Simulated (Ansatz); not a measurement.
Gas-phase electronic energies from Ansatz, PBE0-D4/def2-TZVP geometries. CCSD(T)/CBS adds triple-zeta CCSD(T) − MP2 to the extrapolated MP2 energy (def2 sets, frozen cores). This one scheme is used for every species. Functionals use def2-TZVPP. Elements past krypton have def2 core potentials. For In outer-core shells are correlated without core-valence functions, which leaves a few kJ/mol of doubt a bond. One conformer a species, not always the lowest.

`C[NH][InH][OH]` + H–F → `[OH][InH][F]` + CH₃NH₂  (ligand exchange at the In–N bond)

```csv
level,ΔE (kJ/mol)
ωB97X-V,-60.9
r2SCAN,-63.4
CCSD/def2-TZVPP,-49.4
SCS-MP2/def2-QZVPP,-50.3
```

What does CCSD(T)/CBS give? (Estimate.)

Ansatz gave: -47.2 kJ/mol. The listed levels differ from it by -13.7, -16.2, -2.2, -3.1 kJ/mol.

Largest T1 diagnostic among the species: 0.017.

In def2-TZVPP, CCSD(T) changes the Hartree–Fock value by +27.1 kJ/mol (the triples alone add +2.8 kJ/mol) and MP2 by +32.2 kJ/mol. The D4 term adds +8.3 kJ/mol with B3LYP and +4.7 kJ/mol with PBE0; it sums over pairs of atoms, weighted by their polarisabilities, and B3LYP, whose exchange is more repulsive, gets the larger term.

B3LYP here is the variant with VWN-RPA as its local correlation; programs differ in this.
